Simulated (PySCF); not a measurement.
Work out the structure from these simulated measurements.

Formula: C6H14AlN.

* Rotational structure: rotational constants A, B, C: 3.912, 0.730, 0.714 GHz [PBE0-D3(BJ)/def2-SVP]
* Valence photoelectron: vertical ionisation energy: 9.16 eV [ΔSCF PBE0/def2-SVPD]
* Polarisability: 114.9 au [PBE0/def2-SVPD]
* UV, first state: lowest singlet excitation: 6.20 eV (200 nm, f = 0.002) [TDDFT PBE0/def2-SVPD]
* 1H NMR: chemical shifts (computed TMS as zero) by class: 3.81 (3 H), 3.63 (2 H), 2.48 (6 H), 1.99 (3 H) ppm [GIAO B3LYP/pcSseg-1]
* Triplet: lowest triplet excitation (Tamm–Dancoff): 5.24 eV [TDA PBE0/def2-SVPD]
* XPS: C1s 290.5, C1s 290.7, C1s 291.9 (×2), C1s 292.0, C1s 292.6, N1s 406.3, Al1s 1565.1 eV [ΔSCF SCAN, pcX-2 on the ionised atom, pcseg-1 elsewhere, spin-free X2C]
* NMR, other nuclei: isotropic shieldings of nuclei other than C and H, by class: 210 (1 N), 401 (1 Al) ppm [GIAO B3LYP/pcSseg-1]
* 13C NMR: chemical shifts (computed TMS as zero) by class: 91.2 (1 C), 74.3 (1 C), 48.8 (1 C), 43.7 (2 C), 4.2 (1 C) ppm [GIAO B3LYP/pcSseg-1]

Electronic properties: PySCF, gas phase, density fitting. Levels stand in brackets. One conformer (not necessarily the lowest) at the PBE0-D3(BJ)/def2-SVP geometry, without solvent, vibrations or thermal averaging. NMR classes are plain means over equivalent atoms (diastereotopic ones count apart unless rotation or inversion swaps them), as if these changed places fast.

Question: Propose a structure and show how it fits.

Answer: Numbering: `[CH3:1][C:2]#[C:3][CH2:4][N+:5]([CH3:6])([CH3:7])[AlH3-:8]`. 6 carbons fall into 5 classes; from least to most shielded: alkyne carbon [C2] (91.2 ppm), alkyne carbon [C3] (74.3 ppm), sp3 carbon bound to nitrogen [C4] (48.8 ppm), N-methyl carbon [C6/C7] (43.7 ppm, 2 C), propargylic carbon [C1] (4.2 ppm). Hydrogen classes from least to most shielded: 3 H on an aluminium bonded to N and 3 H, Al8 (3.81 ppm), 2 H on an sp3 carbon bound to nitrogen, C4 (3.63 ppm), 6 H on 2 N-methyl carbons, C6/C7 (2.48 ppm), 3 H on a propargylic carbon, C1 (1.99 ppm). The other shieldings belong to: 210 ppm, nitrogen bonded to Al and 3 C [N5]; 401 ppm, aluminium bonded to N and 3 H [Al8]. The core levels belong to: C1s 290.5 eV, alkyne carbon [C3]; C1s 290.7 eV, alkyne carbon [C2]; C1s 291.9 eV, N-methyl carbon [C6/C7]; C1s 292.0 eV, propargylic carbon [C1]; C1s 292.6 eV, sp3 carbon bound to nitrogen [C4]; N1s 406.3 eV, nitrogen bonded to Al and 3 C [N5]; Al1s 1565.1 eV, aluminium bonded to N and 3 H [Al8]. One atom of each topological class was ionised and stands for its class. The hole state at 290.7 eV has ⟨S²⟩ = 0.84 against 0.75, so that value is less sure. The hole state at 290.5 eV has ⟨S²⟩ = 0.84 against 0.75, so that value is less sure. The first electron is taken from the HOMO, whose largest Löwdin shares are 0.35 on the aluminium bonded to N and 3 H and 0.27 on each of 2 atoms of one kind (Al–H hydrogen). By its constants the optimised geometry is a nearly prolate symmetric top. Structure: `CC#CC[N+](C)(C)[AlH3-]`. The assignments are read from this structure; whether some other isomer fits the data as well wasn't checked.

Shape of the structure used: `[CH3:1][C:2]#[C:3][CH2:4][N+:5]([CH3:6])([CH3:7])[AlH3-:8]`: C3–C4–N5–C6 -62°.
